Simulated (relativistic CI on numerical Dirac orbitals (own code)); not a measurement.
# Ru²⁹⁺: sensitivity of the levels to the model

Base calculation: Dirac-Coulomb-Breit CI, separate exchange-only KLI orbitals for each configuration, model QED, unscaled Slater integrals.

Configurations in the expansion (outside the closed core [Ne]): 3s²3p³, 3s3p⁴, 3s²3p²3d, 3p⁵, 3s3p³3d, 3p⁴3d, 3s3p²3d², 3s²3p3d4p, 3p⁴4s, 3s3p²3d4s, 3p⁴4p, 3s²3p²4s, 3s²3p²4p, 3s²3p²4d, 3p³3d4p, 3s3p³4s, 3s²3p²4f, 3s3p³4p, 3s3p³4d, 3s3p³4f, 3s²3p²5s, 3s²3p²5p, 3s²3p4s4p, 3s²3p²5d, 3s²3p²5f, 3s²3p²5g, 3s3p²4s², 3s3p³5s, 3s²3p3d², 3s²3d³, 3s3p3d³, 3s²3d²4s, 3s²3d²4p, 3s²3d²4d, 3p³3d², 3p²3d³, 3p²3d²4s, 3p²3d²4p, 3p²3d²4d, 3s²3p3d4s, 3s3p3d²4s, 3s²3d4s², 3s²3d4s4p, 3s²3d4s4d, 3s3p²3d4p, 3s3p3d²4p, 3s3p3d4s4p, 3s3p3d4p², 3s3p3d4p4d, 3p³3d4s, 3p²3d4s², 3p²3d4s4p, 3p²3d4s4d, 3s²3p4s², 3s3p3d4s², 3s²4s²4p, 3s²4s²4d, 3s²3p4p², 3s²3d4p², 3s²4s4p², 3s²4p³, 3s²4p²4d, 3s3p²4s4p, 3s3p4s²4p, 3s3p4s4p², 3s3p4s4p4d. Double excitations out of closed p, d and f shells are left out; levels of such configurations are missing from the list, as are those of other unlisted configurations, and high levels can miss mixing partners. These lack a partner that the ground configuration has and come out too high: 3s²3p²4f, 3s3p³4d, 3s3p³4f, 3s²3p²5s, 3s²3p²5p.

Variants: (1) P86 correlation estimate; (2) configuration mixing switched off; (3) only the first 3 configurations. Shifts of the energy above 3s²3p³ ⁴S°3/2, in cm⁻¹, for the lowest level and the first level of each name with at least 55 % of one term (blank where a level changes its place among those of its configuration and J or its character, or is not in the variant):

```csv
Level,Base,Δ(1),Δ(2),Δ(3)
3s²3p³ ⁴S°3/2,0,0,0,0
3s²3p³ ²D°5/2,247427,+8,+2280,+2280
3s²3p³ ²P°1/2,310241,+19,+9004,+9004
3s²3p³ ²P°3/2,509373,+30,+9497,+9497
3s3p⁴ ⁴P5/2,804952,+1820,+38302,-18880
3s3p⁴ ⁴P1/2,931131,+1825,+43287,-15899
3s²3p²3d ²F5/2,1136405,+1870,-16905,-11772
3s²3p²3d ⁴F7/2,1167006,+1871,-13844,-13844
3s²3p²3d ⁴F9/2,1229789,+1872,-13794,-13794
3s²3p²3d ²G7/2,1320680,+1878,-9608,-9608
3s²3p²3d ²D3/2,1386367,+1886,,
3s²3p²3d ²G9/2,1464210,+1883,-10547,-10547
3s3p³3d ⁶D°5/2,1703928,+3522,-30110,
3s3p³3d ⁶D°1/2,1703935,+3525,-34799,
3s3p³3d ⁶D°3/2,1705435,+3524,-33037,
3s3p³3d ⁶D°7/2,1713483,+3524,-30524,
3s3p³3d ⁶D°9/2,1749621,+3528,-36851,
3s3p³3d ⁴D°3/2,1904701,+3506,+2316,
3s3p³3d ⁴D°1/2,1905139,+3501,-3203,
```

At this charge energies of transitions that change n are usually good to better than 1 %, and those within a shell (Δn = 0) to a few per cent.

Ionisation energy from the two ground configurations alone: base 1644.16 eV; P86 correlation estimate 1645.83 eV. The NIST ASD value (semi-empirical) is 1659 eV.

LS names give the leading component of a level, which can be under half, so a name can repeat, a term be missing and a line seem to break the LS rules.
